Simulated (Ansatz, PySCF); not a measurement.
Potential energy curve for SMILES FC (CH3F), singlet. The C1–H5 bond (C1 also carries F, H, H; H5 carries nothing else) is varied alone, starting from the PBE0/def2-TZVP optimised geometry.

Levels: UMP2 = MP2 on UHF/def2-TZVP, 2 core orbitals frozen (PySCF); UKS-PBE = unrestricted PBE/def2-TZVP in Ansatz (a first-principles code); UCCSD(T) = PySCF with CCSD(T) on UHF/def2-TZVP, 2 core orbitals frozen; UKS-M06-2X = unrestricted M06-2X/def2-TZVP (PySCF).

Energies are in eV, each relative to the lowest point of its own curve near equilibrium.

| R / Å | UMP2 | UKS-PBE | UCCSD(T) | UKS-M06-2X |
|---|---|---|---|---|
| 0.87 | 1.292 | 1.348 | 1.310 | 1.283 |
| 0.92 | 0.690 | 0.739 | 0.705 | 0.686 |
| 0.97 | 0.308 | 0.347 | 0.320 | 0.307 |
| 1.02 | 0.094 | ? | 0.101 | 0.094 |
| 1.07 | 0.007 | 0.014 | 0.009 | 0.007 |
| 1.09 | 0.000 | 0.000 | 0.000 | 0.000 |
| 1.14 | 0.040 | ? | 0.033 | 0.039 |
| 1.17 | 0.096 | ? | 0.084 | 0.093 |
| 1.20 | 0.170 | ? | 0.154 | 0.167 |
| 1.28 | 0.441 | ? | 0.409 | 0.434 |
| 1.37 | 0.825 | ? | 0.772 | 0.814 |
| 1.49 | 1.400 | 1.193 | 1.309 | 1.382 |
| 1.64 | 2.151 | 1.838 | 1.984 | 2.112 |
| 1.82 | — | 2.565 | 2.748 | 2.946 |
| 1.97 | — | 3.108 | 3.296 | 3.579 |
| 2.18 | — | 3.762 | 3.924 | 4.232 |
| 2.38 | — | 4.181 | 4.349 | 4.518 |
| 2.68 | — | 4.482 | 4.651 | 4.721 |
| 2.92 | — | 4.587 | 4.732 | 4.789 |
| 3.30 | — | 4.654 | 4.772 | — |
| 3.80 | — | 4.681 | 4.784 | — |

Task: Some entries are withheld; supply them.

Result: 
- 1.02, UKS-PBE: 0.118
- 1.14, UKS-PBE: 0.020
- 1.17, UKS-PBE: 0.062
- 1.20, UKS-PBE: 0.123
- 1.28, UKS-PBE: 0.354
- 1.37, UKS-PBE: 0.689

Dashes: no converged value, or the column stops at the first point that the program doubted or that broke a chosen test of continuity, which isn't proof of a fault.

The unrestricted determinant behind UMP2, UCCSD(T) is spin-contaminated at 1.82 to 3.80 Å (<S²> up to 1.0, against 0.00 for a pure singlet). The unrestricted determinant behind UKS-PBE is spin-contaminated at 2.38 to 3.80 Å (<S²> up to 1.0, against 0.00 for a pure singlet). The unrestricted solution behind UKS-M06-2X changes between 2.92 and 3.30 Å, which can leave a kink. The unrestricted determinant behind UKS-M06-2X is spin-contaminated at 2.18 to 2.92, 3.80 Å (<S²> up to 1.0, against 0.00 for a pure singlet).
